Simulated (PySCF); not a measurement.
# Orbital picture of BeP

PBE0 at R = 2.076 Å; Be def2-TZVP, P def2-TZVP; no relativity (PySCF 2.14). State: ⁴Σ⁻ (quartet), unpaired electrons σ ↑, π ↑↑. Only the outer orbitals are listed, counted within each symmetry.

```csv
spin,orbital,occ.,ε (eV),on Be (%),main shells (%)
α,5σ,1,-16.84,10,89 P s
α,6σ,1,-8.66,36,"58 P p, 33 Be s"
α,2π,1,-7.60,9,"90 P p, 8 Be p"
α,2π,1,-7.60,9,"90 P p, 8 Be p"
α,7σ,1,-5.66,86,"47 Be s, 38 Be p, 14 P p"
α,3π,0,-1.14,90,89 Be p
α,3π,0,-1.14,90,89 Be p
α,8σ,0,0.73,105,"93 Be s, 12 Be p"
β,5σ,1,-14.46,15,84 P s
β,6σ,1,-7.65,30,"62 P p, 24 Be s"
β,2π,0,-3.43,21,"79 P p, 19 Be p"
β,2π,0,-3.43,21,"79 P p, 19 Be p"
β,7σ,0,-1.81,93,"66 Be s, 25 Be p"
```

Problem. Which are the highest filled and the lowest empty level, where do they sit, and how wide is the gap?

Solution. Highest filled α 7σ at -5.66 eV (in %: 47 Be s, 38 Be p, 14 P p); lowest empty β 2π at -3.43 eV (in %: 79 P p, 19 Be p); the gap at PBE0 is 2.23 eV.

The bond order (Mayer) is 1.27 and the ⟨S²⟩ is 3.756. The charge on Be (Mulliken, basis-dependent) is 0.05, the charge on Be (Löwdin, basis-dependent) is -0.22 and the dipole moment (positive dipole means Be(−)P(+)) is -0.33 D. The polarisability along the bond is 65.7 bohr³ and the polarisability across the bond is 45.1 bohr³.

Shares are Mulliken populations and can fall outside 0 to 100 %.

The state is the lowest determinant that a PBE0 search found; another state may lie lower at other levels.
